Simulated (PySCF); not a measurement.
# How methods differ on the ionisation energy of Xe³⁵⁺

Xe³⁵⁺ [Ar] 3d1 (2D) → Xe³⁶⁺ [Ar] (1S), as a difference of total energies. Calculation: PySCF 2.14, in an uncontracted even-tempered set (16 s from 5.6 bohr⁻², ratio 2.5; 11 p from 7.3 bohr⁻², ratio 2.5; 7 d from 7.3 bohr⁻², ratio 2.5; 4 f from 25 bohr⁻², ratio 2.7; 3 g from 38 bohr⁻², ratio 2.7); no relativity, point nucleus. Correlated levels: outer shells: [Ne] frozen; virtual orbitals above 40 to 60 times the deepest correlated orbital energy dropped. The calculations carry no spin-orbit coupling.

```json
{"method": "UHF", "ionisation energy (eV)": "2290.5"}
{"method": "LDA", "ionisation energy (eV)": "2291.6"}
{"method": "PBE", "ionisation energy (eV)": "2292.3"}
{"method": "PBE0", "ionisation energy (eV)": "2292.3"}
{"method": "r2SCAN", "ionisation energy (eV)": "2293.0"}
{"method": "r2SCAN0", "ionisation energy (eV)": "2292.8"}
{"method": "M06", "ionisation energy (eV)": "2290.3"}
{"method": "MP2 (outer shells)", "ionisation energy (eV)": "2290.1"}
{"method": "SCS-MP2 (outer shells)", "ionisation energy (eV)": "2290.1"}
```

A first-order spin-orbit estimate (lowest level to lowest level, LS coupling) adds 9.791 eV.

All relativistic terms are absent from these numbers, so their closeness to the reference says little about the methods.

First order in ζ underestimates the shift of j = l − 1/2 levels at high Z.

For comparison: 2300 ± 5 eV (theoretical estimate listed by NIST; NIST Atomic Spectra Database, ionization energies).
